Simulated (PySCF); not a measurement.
**Partial charges of `CN([SiH3])[SiH2]/N=C/CC#N`**

Compound: C4H11N3Si2.
Geometry (GFN2-xTB, Å), atoms numbered from 1 in this order:
```
atom  x, y, z in Å
C1    -2.114   -0.518    0.284
N2    -1.465   -0.332   -1.001
Si3   -2.321   -0.975   -2.364
Si4   -0.192    0.842   -1.081
N5     0.780    0.509    0.310
C6     1.999    0.318    0.475
C7     2.563    0.056    1.849
C8     3.548    1.056    2.173
N9     4.328    1.856    2.415
H10   -2.469   -1.545    0.379
H11   -1.413   -0.312    1.090
H12   -2.974    0.149    0.395
H13   -1.453   -0.828   -3.524
H14   -2.601   -2.383   -2.061
H15   -3.591   -0.264   -2.568
H16   -0.635    2.219   -0.841
H17    0.447    0.675   -2.383
H18    2.746    0.332   -0.329
H19    3.050   -0.924    1.863
H20    1.761    0.079    2.591
```

Density: PBE0/pcSseg-1 (PySCF); schemes: Mulliken, IAO, Hirshfeld and ESP-fitted. Geometry: GFN2-xTB, one conformer, isolated molecule.

**Question.** Tabulate the Mulliken, IAO, Hirshfeld and ESP-fitted charges.

**Answer.** In e; atoms taken as equivalent share a row and are averaged (×n: the atom named and its like, n in all):

```csv
atom,environment,Mulliken,IAO,Hirshfeld,ESP-fitted
C1,N-methyl carbon,-0.076,-0.306,-0.071,-0.196
N2,nitrogen bridging silicon atoms,-0.921,-0.771,-0.261,-0.366
Si3,SiH3 silicon,+0.627,+0.742,+0.345,+0.424
Si4,SiH2 silicon,+0.865,+0.999,+0.394,+0.555
N5,C=N nitrogen,-0.542,-0.532,-0.213,-0.508
C6,C=N carbon,+0.108,+0.085,+0.082,+0.416
C7,sp3 carbon next to a nitrile,-0.161,-0.325,-0.044,-0.441
C8,nitrile carbon,+0.036,+0.141,+0.085,+0.429
N9,nitrile nitrogen,-0.238,-0.240,-0.225,-0.479
H10/H11/H12,methyl hydrogen,+0.122,+0.141,+0.038,+0.095
H13/H14/H15,Si–H hydrogen,-0.101,-0.136,-0.080,-0.096
H16/H17,Si–H hydrogen,-0.115,-0.154,-0.083,-0.105
H18,hydrogen on a C=N carbon,+0.105,+0.114,+0.050,+0.021
H19/H20,methylene hydrogen,+0.184,+0.194,+0.075,+0.179
```

Mean size of the charges over all atoms: IAO 0.289 e, ESP-fitted 0.249 e, Mulliken 0.247 e, Hirshfeld 0.122 e. Each set sums to the total charge, 0, to within 0.001 e. The Mulliken scheme counts on each atom the diagonal of the density matrix times the overlap matrix over that atom's basis functions.

Some averages cover members that differ in this geometry: H10/H11/H12, IAO +0.128 to +0.155; H13/H14/H15, IAO -0.149 to -0.122 e.

Lowest charge. The schemes don't all agree: Mulliken N2 (-0.921); IAO N2 (-0.771); Hirshfeld N2 (-0.261); ESP-fitted N5 (-0.508).

Highest charge. All schemes agree: Mulliken Si4 (+0.865); IAO Si4 (+0.999); Hirshfeld Si4 (+0.394); ESP-fitted Si4 (+0.555).

**Question.** How many electrons does the IAO scheme count on Si4?

**Answer.** Z − q = 14 − (+0.999) ≈ 13.002.

**Question.** Sum the charges by element.

**Answer.** 
| element | atoms | Mulliken | IAO | Hirshfeld | ESP-fitted |
| --- | --- | --- | --- | --- | --- |
| C | 4 | -0.093 | -0.405 | +0.052 | +0.209 |
| N | 3 | -1.702 | -1.543 | -0.699 | -1.354 |
| Si | 2 | +1.492 | +1.740 | +0.739 | +0.979 |
| H | 11 | +0.303 | +0.208 | -0.092 | +0.166 |

**Question.** How closely do the schemes follow one another over all atoms?

**Answer.** Correlation coefficient and root-mean-square difference: Mulliken with IAO 0.97, 0.088 e; IAO with Hirshfeld 0.96, 0.235 e; Mulliken with Hirshfeld 0.94, 0.214 e; Hirshfeld with ESP-fitted 0.89, 0.178 e; IAO with ESP-fitted 0.86, 0.195 e; Mulliken with ESP-fitted 0.82, 0.207 e.
